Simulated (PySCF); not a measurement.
## Frontier levels across methods

Species: C2H5FOSi.
Z-matrix (Å and degrees, PBE0-D3(BJ)/def2-SVP geometry), rows numbered from 1:
```
C 
C   1  1.4996
O   2  1.2123  1  123.41
Si  2  1.9232  1  121.94  3  -179.84
F   4  1.6302  2  110.11  1    -1.71
H   1  1.1025  2  109.86  3   122.58
H   1  1.0990  2  110.37  3     0.71
H   1  1.1025  2  109.75  3  -121.01
H   4  1.4875  2  108.75  1   117.42
H   4  1.4869  2  108.88  1  -120.90
```

Basis pcSseg-2 throughout (PySCF), one geometry. The structure is a single PBE0-D3(BJ)/def2-SVP conformer in the gas phase; no vibrational or solvent corrections.

Q: How do the orbital energies, the gap and the dipole change with the method?

A: 
```
   method                    kind  HOMO (eV)  LUMO (eV)  gap (eV)  μ (D)  SCF cycles
     BLYP                     GGA      -5.71      -2.51      3.21   1.26          15
     OPBE                     GGA      -5.72      -2.55      3.17   1.22          16
      PBE                     GGA      -5.80      -2.65      3.15   1.25          16
    B97-D                     GGA      -5.80      -2.54      3.26   1.28          16
     BP86                     GGA      -5.90      -2.72      3.17   1.27          15
      KT3                     GGA      -5.95      -2.58      3.37   1.19          16
      LDA                     LDA      -5.95      -2.87      3.08   1.29          15
      KT2                     GGA      -5.96      -2.59      3.37   1.21          16
    B97-2           global hybrid      -6.98      -1.59      5.38   1.27          14
    B3LYP           global hybrid      -7.04      -1.77      5.27   1.29          14
     PBE0           global hybrid      -7.25      -1.52      5.72   1.27          14
 mPW1PW91           global hybrid      -7.28      -1.54      5.74   1.28          14
CAM-B3LYP  range-separated hybrid      -8.68      -0.30      8.38   1.32          13
BHandHLYP           global hybrid      -8.68      -0.29      8.39   1.34          13
  wB97X-D  range-separated hybrid      -9.12       0.36      9.48   1.30          14
  LC-wPBE  range-separated hybrid      -9.94       0.93     10.87   1.31          15
       HF            Hartree–Fock     -10.90       2.44     13.34   1.47          11
```

The HOMO spans 5.18 eV, from BLYP down to HF, and the gap runs from 3.08 eV (LDA) to 13.34 eV (HF). Over the methods BLYP (0 %), OPBE (0 %), PBE (0 %), B97-D (0 %), BP86 (0 %), KT3 (0 %), LDA (0 %), KT2 (0 %), B97-2 (21 %), B3LYP (20 %), PBE0 (25 %), mPW1PW91 (25 %), BHandHLYP (50 %), HF (100 %), a straight line through the gap against the share of exact exchange rises by 1.02 eV for each 10 % (correlation coefficient 1.000). The dipole ranges from 1.19 D (KT3) to 1.47 D (HF). This basis has no diffuse functions.

The vertical ΔSCF ionisation energy at CAM-B3LYP/def2-SVPD is 9.63 eV; −ε(HOMO) comes closest to it with LC-wPBE (9.94 eV).
